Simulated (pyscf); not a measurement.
# O=Ge:, singlet

Gas-phase minimum from PySCF at ωB97X-D3(BJ)/def2-SVP, one conformer. 

SMILES: [O]=[Ge]
```xyz
2

O      1.4250    -2.1092    -0.4911
Ge     0.4668    -1.2047    -1.4298
```

Bonds (Å): O1–Ge2 1.618.

Properties at ωB97X-D3(BJ)/def2-SVP:

```
Item                                                                                                                            Result
---------------------------------------------------------------------------------------------------------------------  ---------------
Harmonic wavenumbers, unscaled                                                                                               1066 cm⁻¹
Zero-point energy                                                                                                         1.5 kcal/mol
Rotational symmetry number                                                                                                           1
Entropy of this conformer at 298 K and 1 atm, rigid rotor and harmonic oscillator, modes under 100 cm⁻¹ raised to 100  223.5 J/(mol K)
Dipole moment                                                                                                                   3.10 D
```

Single-point totals, which compare only within one level (frozen core for MP2 and CC):

```
level                   total energy (hartree)
----------------------  ----------------------
ωB97X-D3(BJ)/def2-TZVP             -2152.21064
PBE/def2-TZVP                      -2151.88008
r²SCAN/def2-TZVP                   -2152.21552
B3LYP-D3(BJ)/def2-TZVP             -2152.31203
PBE0-D3(BJ)/def2-TZVP              -2151.91682
M06-2X/def2-TZVP                   -2152.23308
ωB97M-D3(BJ)/def2-TZVP             -2152.30199
HF/def2-TZVPP                      -2150.25240
MP2/def2-TZVPP                     -2150.72868
CCSD/def2-TZVPP                    -2150.71490
CCSD(T)/def2-TZVPP                 -2150.73922
```

The CCSD(T) − MP2 part came from Ansatz, without density fitting, on the same reference. The frozen core leaves the outer d or s,p core shells of the metals and heavy elements correlated in the MP2 and CC values, and def2-TZVPP describes them poorly, so these totals are far from the basis limit. Elements up to Kr have no core potential and no relativistic terms here.
